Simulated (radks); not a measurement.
All-electron atom: Nd5+ in [Kr] 4d10 4f2 5s2 5p5 (the NIST ground configuration).

Method: scalar-relativistic Kohn-Sham, PBE, spin-polarised, spherical densities, finite nucleus; open shells are filled with parallel spins first (spin-orbit coupling, left out, can overturn this in heavy ions); Fermi nuclear charge, rms radius 4.9123 fm; computed with a radial shooting solver on a logarithmic mesh with Libxc functionals.

Energy parts (eV):
part                      energy
total                 -261720.69
kinetic                278542.56
electron-nucleus      -631966.90
Hartree                 97685.37
exchange-correlation    -5981.72

Orbitals (lengths in bohr, moments of r in powers of bohr; <r^-3> diverges for s and p1/2):
orbital  occ.  eigenvalue (eV)  <r^-3>      <r^4>
1s up       1        -43465.04       -  1.526e-06
1s down     1        -43464.96       -  1.526e-06
2s up       1        -7087.760       -  0.0002488
2s down     1        -7087.712       -  0.0002488
2p up       3        -6343.486    9015  0.0001833
2p down     3        -6343.413    9015  0.0001833
3s up       1        -1593.157       -   0.009932
3s down     1        -1592.400       -   0.009918
3p up       3        -1358.402    1834    0.01038
3p down     3        -1357.639    1836    0.01036
3d up       5        -1032.476   250.3   0.008492
3d down     5        -1031.872   250.5   0.008471
4s up       1        -371.8648       -     0.2464
4s down     1        -369.9142       -     0.2462
4p up       3        -294.5425   405.0     0.3202
4p down     3        -292.5887   404.9     0.3197
4d up       5        -184.4432   46.19     0.5069
4d down     5        -182.4606   46.20     0.5060
5s up       1         -98.2428       -      6.320
5s down     1         -96.2847       -      6.457
5p up       3         -77.0649   71.70      10.05
5p down     2         -75.3028   70.28      10.39
4f up       2         -66.1916   6.273      1.941
4f down     0         -64.1479   6.273      1.994

The highest occupied level is 4f up at -66.192 eV. The electron density at the nucleus is 4.725e+05 e/bohr^3 (large components only). Summed over all electrons, <r^2> = 30.08 bohr^2, which gives a Langevin (diamagnetic) susceptibility term of -23.8 x 10^-6 cm^3/mol. For comparison, the ionisation energy in NIST's Atomic Spectra Database is 84 eV (theoretical). In exact Kohn-Sham theory the highest level is minus the ionisation energy, but local and semilocal functionals leave it too shallow, through self-interaction and a potential that decays too fast; potentials with the right tail come closer.
